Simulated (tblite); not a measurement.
Compound: C9H8F2.
Numbering: `[CH3:1][C:2]1=[CH:3][C@@H:4]2[C:5]([F:6])=[C:7]([F:8])[C@@H:9]3[C@H:10]1[C@H:11]23` (hydrogens: H12, H13, H14 on C1; H15 on C3; H16 on C4; H17 on C9; H18 on C10; H19 on C11)

The geometry is computed with GFN2-xTB (gas phase).

Entries marked ? are missing. Bonds in one row agree within 0.01 Å.

```tsv
coordinate	value
C1–C2	1.488 Å
C2=C3	?
C3–C4	?
C4–C5	1.512 Å
C5–F6	?
C5=C7	1.335 Å
C7–F8	1.342 Å
C7–C9	1.466 Å
C9–C10	1.550 Å
C10–C11	1.500 Å
C2–C10	1.473 Å
C4–C11	1.532 Å
C9–C11	?
C1–H12, C1–H13, C1–H14	1.089 Å
C3–H15	1.075 Å
C4–H16	1.087 Å
C9–H17	1.079 Å
C10–H18	1.080 Å
C11–H19	1.077 Å
C1–C2–C3	128.0°
C1–C2–C10	122.0°
C3–C2–C10	?
C2–C3–C4	111.1°
C3–C4–C5	98.6°
C3–C4–C11	103.7°
C5–C4–C11	103.1°
C4–C5–F6	?
C4–C5–C7	110.7°
F6–C5–C7	127.7°
C5–C7–F8	127.5°
C5–C7–C9	111.0°
F8–C7–C9	121.5°
C7–C9–C10	119.6°
C7–C9–C11	?
C10–C9–C11	58.8°
```

Estimate the withheld lengths and angles.

- C2=C3 = 1.336 Å, drawn double (fully substituted alkene carbon to alkene CH carbon); 0.12 Å below the sum of covalent radii, 1.46 Å.
- C3–C4 = 1.513 Å, drawn single (alkene CH carbon to sp3 carbon at a ring junction); 0.02 Å above the sum of covalent radii, 1.49 Å.
- C5–F6 = 1.339 Å, drawn single (vinylic C–F carbon to vinyl fluorine); 0.04 Å above the sum of covalent radii, 1.30 Å.
- C9–C11 = 1.503 Å, drawn single (both ends sp3 carbon at a ring junction); 0.02 Å below the sum of covalent radii, 1.52 Å.
- C3–C2–C10 = 110.0°, at the fully substituted alkene carbon, inside a 5-membered ring; the outer atoms are 2.303 Å apart.
- C4–C5–F6 = 121.0°, at the vinylic C–F carbon; the outer atoms are 2.482 Å apart.
- C7–C9–C11 = 106.5°, at the sp3 carbon at a ring junction, inside a 5-membered ring; the outer atoms are 2.379 Å apart.

Radii are Cordero's, carbon taken as 0.76, 0.73 or 0.69 Å for four, three, and two or fewer neighbours.

Its GFN2-xTB frequencies are all real (lowest 108 cm⁻¹). The numbers are those of one conformer (C2–C3–C4–C5 90°, C3–C4–C5–F6 82°, C5–C7–C9–C10 57°, C7–C9–C10–C11 -92°).
